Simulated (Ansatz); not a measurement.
Consider the silylene formation by 1,1-elimination: `F[SiH2]C(F)Cl` → `FCCl` + `F[SiH]`.

Gas-phase electronic energies from Ansatz, PBE0-D4/def2-TZVP geometries. CCSD(T)/CBS is the MP2 limit (def2-TZVPP, def2-QZVPP) plus CCSD(T) − MP2 in def2-TZVPP, frozen cores. This one scheme is used for every species. Functionals use def2-TZVPP. B3LYP here is the variant with VWN-RPA as its local correlation; programs differ in this. One conformer a species, not always the lowest.

CCSD(T)/CBS gives +182.3 kJ/mol.

(1) Another level gave +160.0 kJ/mol. Which?
A. r2SCAN0/def2-TZVPP
B. MP2/def2-TZVPP
C. B3LYP-D4/def2-TZVPP
D. RPA@PBE/def2-TZVPP

Largest T1 diagnostic among the species: 0.015.

## Answers

(1) D. RPA@PBE/def2-TZVPP 160.0, B3LYP-D4 175.4, r2SCAN0 199.7, MP2/def2-TZVPP 192.0 kJ/mol.

In def2-TZVPP, CCSD(T) changes the Hartree–Fock value by +10.2 kJ/mol (the triples alone add +3.4 kJ/mol) and MP2 by +26.5 kJ/mol. From BLYP to BHLYP (50 % exact exchange), in def2-TZVPP and without D4, ΔE moves by +28.4 kJ/mol. Leaving LDA and LC-ωPBE aside and taking each functional with its dispersion term where it has one, the values, not all of them listed here, spread over 37.3 kJ/mol, from BLYP-D4 to r2SCAN0-D4. LDA lies +34.2 kJ/mol from PBE without D4.
